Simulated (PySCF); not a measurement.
## Electric field gradients and quadrupole coupling constants

Species: C5H5N2O (charge -1).
Geometry (GFN2-xTB, Å), atoms numbered from 1 in this order:
```
atom  x, y, z in Å
C1    -2.1264   -0.4674   -0.2605
C2    -1.0741    0.3136    0.5206
O3    -1.4159    1.0762    1.4276
C4     0.2714    0.0925    0.1014
C5     1.4630    0.7063    0.5573
C6     2.4403    0.1013   -0.1996
N7     1.8908   -0.8066   -1.0374
N8     0.5934   -0.8144   -0.8617
H9    -1.7442   -1.4546   -0.4998
H10   -2.3190    0.0548   -1.1967
H11   -3.0527   -0.5288    0.3097
H12    1.5595    1.4683    1.3101
H13    3.5095    0.2592   -0.1888
```

Field gradients from the PBE0/pcSseg-1 density (PySCF, non-relativistic), principal values in atomic units, ordered |Vxx| ≤ |Vyy| ≤ |Vzz|:

| atom | Vxx | Vyy | Vzz |
| --- | --- | --- | --- |
| O3 | 0.8019 | 1.0250 | -1.8268 |
| N7 | 0.4273 | 0.6201 | -1.0474 |
| N8 | 0.4108 | 0.5779 | -0.9888 |

Question: Find the asymmetry η = (Vxx − Vyy)/Vzz and the couplings χ = eQV/h (234.96 MHz × Q in barn × V in au), with Q(17O) = −0.0256 b, Q(14N) = 0.02044 b.

Answer: 
```tsv
atom	environment	nucleus	η	χzz (MHz)	χxx (MHz)	χyy (MHz)
O3	ketone oxygen	17O	0.12	10.99	-4.82	-6.17
N7	ring nitrogen	14N	0.18	-5.03	2.05	2.98
N8	two-coordinate ring nitrogen	14N	0.17	-4.749	1.973	2.776
```

The tensor is traceless: Vxx + Vyy + Vzz = 0.

Question: What is Vzz at O3 in SI units (1 au = 9.71736 × 10²¹ V/m²)?

Answer: -1.8268 au = -17.752 × 10²¹ V/m².

Question: What couplings would deuterons (Q(2H) = 0.00286 b) have in place of the hydrogens, at this geometry?

Answer: 
```tsv
atom	bonded to	bond length (Å)	Vzz (au)	η	χzz (kHz)
H9	C1	1.085	0.3158	0.03	212
H10	C1	1.089	0.3189	0.02	214
H11	C1	1.090	0.3169	0.01	213
H12	C5	1.075	0.3512	0.04	236
H13	C6	1.081	0.3395	0.07	228
```

One conformer (not necessarily the lowest) at the GFN2-xTB geometry, without solvent, vibrations or thermal averaging. The pcSseg-1 basis has no diffuse functions, a weakness for an anion. GFN2-xTB bond lengths can be off by several hundredths of an ångström, more for odd bonds, and the gradients follow them. With a basis this small, the couplings can be 20 % off.
